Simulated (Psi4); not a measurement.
Method: SAPT0/jun-cc-pVDZ, frozen core (Psi4).

Psi4 input:

```
molecule {
0 1
C 1.28462655 -0.16170933 -0.01402407
C 0.00379293 0.63418972 0.10452285
C -1.28642630 -0.14270368 -0.03645494
O 0.01087002 1.82689899 0.30168145
H 1.34418079 -0.62918244 -1.00037374
H 2.14379149 0.48755047 0.13574994
H 1.29809533 -0.97083566 0.72048821
H -1.35404730 -0.89988392 0.74912365
H -1.30721492 -0.67474822 -0.99082218
H -2.13766858 0.53042408 0.03010883
--
0 1
C 4.86463555 2.89892754 0.91851697
C 4.78122176 3.42235279 -0.40058630
C 3.45037625 3.47851491 -0.73745448
N 2.73140846 3.00814159 0.33070285
C 3.58206634 2.65219993 1.34503369
H 5.76207082 2.72417965 1.48770947
H 5.60295480 3.72262952 -1.02867078
H 2.96278887 3.81012194 -1.63761892
H 1.73103536 2.93502757 0.36496678
H 3.21018582 2.25779845 2.27463494
units angstrom
symmetry c1
no_reorient
no_com
}
set basis jun-cc-pvdz
set scf_type df
set freeze_core true
energy('sapt0')
```

Part of the output:

```
    SAPT Results
  --------------------------------------------------------------------------------------------------------
    Electrostatics                -15.58097131 [mEh]      -9.77720711 [kcal/mol]     -40.90783454 [kJ/mol]
      Elst10,r                    -15.58097131 [mEh]      -9.77720711 [kcal/mol]     -40.90783454 [kJ/mol]

    Exchange                       14.30347038 [mEh]       8.97556317 [kcal/mol]      37.55375631 [kJ/mol]
      Exch10                       14.30347038 [mEh]       8.97556317 [kcal/mol]      37.55375631 [kJ/mol]
      Exch10(S^2)                  14.20548614 [mEh]       8.91407713 [kcal/mol]      37.29649872 [kJ/mol]

    Induction                      -3.87889635 [mEh]      -2.43404420 [kcal/mol]     -10.18404095 [kJ/mol]
      Ind20,r                      -5.90122756 [mEh]      -3.70307620 [kcal/mol]     -15.49367082 [kJ/mol]
      Exch-Ind20,r                  3.68038971 [mEh]       2.30947941 [kcal/mol]       9.66286186 [kJ/mol]
      delta HF,r (2)               -1.65805850 [mEh]      -1.04044742 [kcal/mol]      -4.35323199 [kJ/mol]

    Dispersion                     -5.47054214 [mEh]      -3.43281702 [kcal/mol]     -14.36290640 [kJ/mol]
      Disp20                       -6.48579860 [mEh]      -4.06990006 [kcal/mol]     -17.02846187 [kJ/mol]
      Exch-Disp20                   1.01525646 [mEh]       0.63708305 [kcal/mol]       2.66555547 [kJ/mol]
      Disp20 (SS)                  -3.24289930 [mEh]      -2.03495003 [kcal/mol]      -8.51423093 [kJ/mol]
      Disp20 (OS)                  -3.24289930 [mEh]      -2.03495003 [kcal/mol]      -8.51423093 [kJ/mol]
      Exch-Disp20 (SS)              0.57569074 [mEh]       0.36125139 [kcal/mol]       1.51147582 [kJ/mol]
      Exch-Disp20 (OS)              0.43956572 [mEh]       0.27583166 [kcal/mol]       1.15407965 [kJ/mol]

  Total HF                         -5.15639728 [mEh]      -3.23568814 [kcal/mol]     -13.53811918 [kJ/mol]
  Total SAPT0                     -10.62693941 [mEh]      -6.66850516 [kcal/mol]     -27.90102558 [kJ/mol]
```
